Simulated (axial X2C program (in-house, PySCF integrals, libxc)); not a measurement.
**Potential curves of SeS, 2c**

All values were computed with an in-house relativistic program for diatomic molecules. Two-component (2c) means X2C with spin–orbit coupling and atomic mean-field two-electron Coulomb and Gaunt terms. Basis: Se dyall-cv4z [10s10p7d5f3g], S dyall-av4z [10s9p4d3f2g] (cores contracted in-house); Gaussian nuclei, density fitting, unrestricted open shells. Masses: Se 79.917 u, S 31.972 u.

State: Ω = 1 (⟨Sz⟩ = 1.00, ⟨Lz⟩ = 0.00 at M06). Energies in kJ/mol from the fragments at the same level (Se + S). Fits are polynomials in 1 − R0/R over 0.85 to 1.23 times the lowest point R0.

```csv
R (Å),M06,PW91,PBE0
1.7687,-231.46,-272.88,-252.46
1.8500,-313.26,-357.47,-332.30
1.9110,-348.64,-395.32,-366.18
1.9720,-367.28,-416.73,-383.36
2.0330,-373.12,-425.57,-387.76
2.1042,-367.74,-423.92,-380.78
2.1753,-352.83,-412.91,-364.32
2.2668,-324.11,-389.35,-333.74
2.3786,-280.29,-351.86,-287.78
2.5412,-210.18,-289.91,-214.37
2.7649,-122.72,-204.78,-119.77
3.0495,-49.29,-111.38,-35.45
```

Occupations by symmetry block were frozen at the best pattern of an incomplete PBE0 search. De is counted from the lowest determinant-based energies of the atoms at the same level, without counterpoise correction. Density functionals use the spin component along the axis (collinear). A 2c atom that is not at its ground J level misses part of its spin–orbit lowering, and De is too large by that part (0.04 eV or less for light atoms). This holds for PW91, PBE0. Other states lie close and PBE0, whose exact exchange favours high spin, may order them wrongly; the determinant shown need not be the ground state. The nearest other 2c determinant of the search, Ω = 0, lies 0.50 eV up at the distance of the search. The functionals have no current-density term, which raises determinants with orbital currents, atoms included. With several unpaired electrons one determinant need not be a pure state. Open-shell Ω = 0 determinants with evenly filled partner blocks cannot be reached by this program, so the Ω shown need not be the lowest component. This is the Ω = 1 component of a π² triplet; the 0⁺ component is not one determinant and can lie lowest.

Problem. What are Re, ωe and De at the M06 level?

Solution. At M06, 2c: Re = 2.036 Å, ωe ≈ 563 cm⁻¹, De = 3.87 eV to Se + S; Be follows as 0.178 cm⁻¹.

Problem. What are Re, ωe and De at the PW91 level?

Solution. At PW91, 2c: Re = 2.057 Å, ωe ≈ 532 cm⁻¹, De = 4.42 eV to Se + S; Be follows as 0.174 cm⁻¹.

Problem. What are Re, ωe and De at the PBE0 level?

Solution. At PBE0, 2c: Re = 2.027 Å, ωe ≈ 574 cm⁻¹, De = 4.02 eV to Se + S; Be follows as 0.18 cm⁻¹.
